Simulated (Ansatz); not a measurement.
Reaction (cleavage of the Si–Si bond): `CO[Si](O)([SiH3])Br` + `OC(F)[SiH3]` → `FC([SiH3])O[SiH3]` + `CO[SiH](O)Br`

Isolated molecules relaxed with PBE0-D4/def2-TZVP in Ansatz; ΔE leaves out vibrations. CBS: MP2 limit from def2 TZ/QZ plus the TZ coupled-cluster correction, frozen cores. Functionals use def2-TZVPP. For Br outer-core shells are correlated without core-valence functions, which leaves a few kJ/mol of doubt a bond. Scalar relativity is left out up to krypton. One conformer a species, not always the lowest.

**Question.** Is it downhill or uphill in electronic energy at CCSD(T)/CBS, and by how much? (An estimate is asked.)

**Answer.** Ansatz gave: Downhill: ΔE = -20.3 kcal/mol.

**Question.** What do these levels give: PBE0-D4, ωB97M-V, PBE, PBE0, HF/CBS(def2), MP2/CBS(def2)? (Estimate.)

**Answer.** Computed: PBE0-D4 -15.9, ωB97M-V -20.8, PBE -14.6, PBE0 -16.5, HF/CBS(def2) -27.1, MP2/CBS(def2) -21.9 kcal/mol.

Largest T1 diagnostic among the species: 0.012.

The D4 term adds +1.1 kcal/mol with B3LYP and +0.6 kcal/mol with PBE0; it sums over pairs of atoms, weighted by their polarisabilities, and B3LYP, whose exchange is more repulsive, gets the larger term. In def2-TZVPP, CCSD(T) changes the Hartree–Fock value by +5.9 kcal/mol (the triples alone add +0.8 kcal/mol) and MP2 by +4.3 kcal/mol. From PBE to PBE0 (25 % exact exchange), in def2-TZVPP and without D4, ΔE moves by −1.9 kcal/mol.

B3LYP here is the variant with VWN-RPA as its local correlation; programs differ in this.
